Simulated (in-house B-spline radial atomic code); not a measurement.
Configurations of the arsenic ion As²⁺, with energies counted from [Ar] 3d10 4s2 (4p1/2)1. All numbers are computed (Dirac-Hartree-Fock, average of each configuration as written; Fermi nucleus of rms radius 4.0968 fm) with a radial B-spline atomic code at the basis-set limit, not measured. Energies include first-order Breit, QED and recoil terms.

Occupations are held fixed; configurations that lie above the ionisation limit could autoionise.

```json
{"configuration": "[Ar] 3d10 4s2 7s1", "E - E(ref) (eV)": "22.559", "highest orbital": "7s1/2", "its <r> (bohr)": "12.2"}
{"configuration": "[Ar] 3d10 4s2 (7p3/2)1", "E - E(ref) (eV)": "23.217", "highest orbital": "7p3/2", "its <r> (bohr)": "13.71"}
{"configuration": "[Ar] 3d10 4s2 (8p3/2)1", "E - E(ref) (eV)": "24.508", "highest orbital": "8p3/2", "its <r> (bohr)": "19.51"}
{"configuration": "[Ar] (3d3/2)4 (3d5/2)5 4s2 (4p1/2)1 6s1", "E - E(ref) (eV)": "63.552", "highest orbital": "6s1/2", "its <r> (bohr)": "7.576"}
{"configuration": "[Ar] (3d3/2)4 (3d5/2)5 4s2 (4p3/2)1 (8p1/2)1", "E - E(ref) (eV)": "69.137", "highest orbital": "8p1/2", "its <r> (bohr)": "19.11"}
{"configuration": "[Ne] 3s2 (3p1/2)1 (3p3/2)4 3d10 4s2 (4p3/2)1 (6f7/2)1", "E - E(ref) (eV)": "177.12", "highest orbital": "6f7/2", "its <r> (bohr)": "15.59"}
{"configuration": "[Ne] 3s2 (3p1/2)1 (3p3/2)4 3d10 4s2 (4p3/2)1 (6g7/2)1", "E - E(ref) (eV)": "177.19", "highest orbital": "6g7/2", "its <r> (bohr)": "14.65"}
```

Problem. Order these further configurations by energy, lowest first.
A. [Ar] 3d10 4s2 5s1
B. [Ar] (3d3/2)4 (3d5/2)5 4s2 (4p1/2)1 (8g9/2)1
C. [Ar] 3d10 4s2 (6d3/2)1
D. [Ne] 3s2 (3p1/2)1 (3p3/2)4 3d10 4s2 (4p3/2)1 7s1
E. [Ar] 3d10 4s2 (5f7/2)1

Solution. A (12.981 eV), E (22.648 eV), C (22.719 eV), B (69.818 eV), D (175.44 eV).

Problem. How far above the reference does [Ne] 3s2 (3p1/2)1 (3p3/2)4 3d10 4s2 (4p3/2)1 (4d5/2)1 lie?

Solution. 165.71 eV; its least bound orbital is 4d5/2 with <r> = 3.16 bohr.

Problem. How far above the reference does [Ar] 3d10 4s2 (4p3/2)1 lie?

Solution. 0.36166 eV; its least bound orbital is 4p3/2 with <r> = 2.179 bohr.
